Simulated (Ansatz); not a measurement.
What each rung costs, and what it gives

The pair of Cl⁻ (SMILES [Cl-], atom 1) and CH6Si (SMILES C[SiH3], atoms 2–9), both closed shells, in one local arrangement (a lower one may exist), relaxed at PBE0-D4/def2-TZVPD:

Cl1  (-0.660, -0.197, -2.679)
C2  (-0.213, 0.983, 0.417)
Si3  (0.304, -0.800, 0.143)
H4  (-0.601, 1.387, -0.519)
H5  (0.644, 1.575, 0.751)
H6  (-0.983, 1.035, 1.193)
H7  (-0.798, -1.760, -0.101)
H8  (0.816, -1.222, 1.516)
H9  (1.491, -1.001, -0.722)
(Å)

Interaction energies are counterpoise-corrected; the time is that of the whole pair.

Computed with Ansatz 0.2.0 (basis: as named in each row); correlated methods freeze the cores. B3LYP uses VWN-RPA correlation. Extrapolation: Hartree–Fock as exp(−7.88 √X), correlation as X^−2.97.

Times are rough, for one single point on 4 threads of a shared host (Arm Neoverse V2).

The estimate by CCSD(T) at an estimated basis limit (MP2 extrapolated from triple and quadruple zeta, plus CCSD(T) − MP2 in triple zeta) is -11.91 kcal/mol.

```tsv
method	basis	time (s)	interaction energy (kcal/mol)	method less estimate
HF	STO-3G	under 1	0.64	12.55
PBE-D4	STO-3G	under 1	-2.03	9.88
SPW92	def2-SVP	under 1	-17.04	-5.13
B3LYP-D4	6-31G	under 1	-8.57	3.34
PBE-D4	def2-SVP	under 1	-14.33	-2.42
PBE0-D4	def2-SVP	under 1	-14.11	-2.20
CCSD(T)	def2-SVP	1	-9.19	2.73
revPBE-D4	def2-TZVPPD	2	-13.22	-1.31
PBE-D4	def2-TZVPPD	2	-12.70	-0.79
BLYP-D4	def2-TZVPPD	2	-11.73	0.19
HSE06-D4	def2-TZVPPD	2	-12.40	-0.48
PBE0-D4	def2-TZVPPD	2	-12.46	-0.55
B3LYP-D4	def2-TZVPPD	2	-11.69	0.22
wB97M-V	def2-SVP	2	-13.28	-1.36
r2SCAN-D4	def2-TZVPPD	4	-12.06	-0.14
B2PLYP	def2-TZVPPD	4	-9.49	2.43
B97M-V	def2-TZVPPD	6	-12.01	-0.09
wB97X-V	def2-TZVPPD	6	-11.41	0.51
wB97M-V	def2-TZVPPD	8	-12.07	-0.16
MP2	def2-QZVPPD	14	-11.82	0.10
CCSD(T)	def2-TZVPPD	57	-10.59	1.32
```

The T1 diagnostic stays at or below 0.011.
